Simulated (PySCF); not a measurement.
Ligand exchange on a metal centre used in film growth or etching (W Cl-F). Isolated molecules, 0 K electronic values unless said otherwise.

Level of theory: B3LYP-D3(BJ)/def2-TZVP // r2SCAN-D4/def2-SVP in PySCF 2.14.0. All candidates: neutral, multiplicity 1. B3LYP has the VWN-RPA correlation part, as in Gaussian. 

```json
{
 "dipole_moment": "0.00 D",
 "HOMO–LUMO gap": "3.48 eV",
 "LUMO": "-5.44 eV"
}
```

Identify which member has these values.
A. [W(Cl)(F)5]
B. [W(Cl)5(F)]
C. [W(Cl)2(F)4]
D. [W(Cl)6]

D, [W(Cl)6]. The others give [W(Cl)5(F)]: 0.84 D, 3.41 eV, -5.56 eV; [W(Cl)(F)5]: 1.04 D, 5.19 eV, -5.18 eV; [W(Cl)2(F)4]: 1.38 D, 4.39 eV, -5.37 eV
